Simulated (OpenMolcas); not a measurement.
Pt3+ (d7) among equal point charges was computed by CASSCF with the d shell active (OpenMolcas, ANO-RCC-VDZP on the metal). Its lowest spin-free states, and all those of the highest spin:

| 2S+1 | Degeneracy | E (cm-1) |
| --- | --- | --- |
| 4 | 3 | 0.0 |
| 2 | 2 | 4333 |
| 4 | 3 | 13003 |
| 2 | 3 | 15405 |
| 2 | 3 | 16589 |
| 2 | 3 | 21006 |
| 4 | 3 | 24747 |
| 2 | 1 | 26814 |
| 4 | 1 | 27688 |
| 2 | 3 | 28464 |
| 2 | 3 | 30220 |
| 2 | 2 | 31992 |

Q: Is the site octahedral, tetrahedral or cube-like, axial, or of lower symmetry?

A: The states with 2S+1 = 4 have orbital degeneracies 3, 3, 3, 1. Threefold states need a cubic site. For d7 at this spin an octahedron puts the threefold T1 below the threefold T2 and a tetrahedron or cube puts the single A2 below the threefold T2, so the site is octahedral. The run had Pt3+ among 6 point charges of -1.7 e arranged as an octahedron (Oh), 1.84 Å from the ion.

An orbital triplet at a regular site is open to Jahn-Teller coupling, which can distort the site and quench the lowest spin-orbit gaps and is left out. Without dynamic correlation the repulsion within the d shell is too large (B by tens of per cent), so at a given field states of lower spin stand too high. This shell can be high or low spin here, a state of another spin lies low, and with metal d orbitals alone active their balance is uncertain, so the ground spin may be wrong. Point charges give a weaker field than real ligands, and real ions of this kind are as a rule low spin; the high spin found here belongs to the model. This field is weak: 10Dq is about 13871 cm-1, while octahedral complexes of 5d ions of charge 3 and more, computed by the same method with explicit ligands, had a median near 35000 cm-1. Ground spin and moment need not be those of a real site. Point charges carry no covalency, so the field is a model and not that of real ligands. No measured value stands beside these numbers.
